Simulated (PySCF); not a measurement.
**MSe2- across group 3**

Level: PBE0, basis family def2-SVPD, scalar-relativistic core potentials from Rb on and no relativity for lighter atoms.

Each entry is the lowest minimum that a search over a few typed start shapes (and spin states, where more than one is plausible) found, or that minimum re-optimised at the stated level; isomers with ligand–ligand bonds, or fragments after loss of a ligand pair, can lie lower. Open shells are unrestricted; no spin–orbit coupling; PySCF with density fitting.

```
molecule  2S+1  point group  mean bond to the central atom (Å)  distinct angles (°)  lowest ω (cm⁻¹)  highest ω (cm⁻¹)  dipole (D)
  ScSe₂⁻     ?            ?                                  ?                    ?                ?                 ?           ?
   YSe₂⁻     1          C2v                              2.538                  136               53               316        6.32
  LaSe₂⁻     1          C2v                              2.673                  119               64               260        9.06
```

Problem. Fill in the row of ScSe₂⁻.

Solution. 2S+1: 1; point group: C2v; mean bond to the central atom (Å): 2.390; distinct angles (°): 157; lowest ω (cm⁻¹): 39; highest ω (cm⁻¹): 427; dipole (D): 2.74.

The bond lengthens at every step; the largest change, 0.148 Å, falls between ScSe₂⁻ and YSe₂⁻ among the members listed.

The shape of ScSe₂⁻ rests on a mode under 45 cm⁻¹ and is not firmly settled.

Left out of the table are members whose search was unfinished or whose lowest solution was spin-contaminated, unstable, very soft or bonded differently.
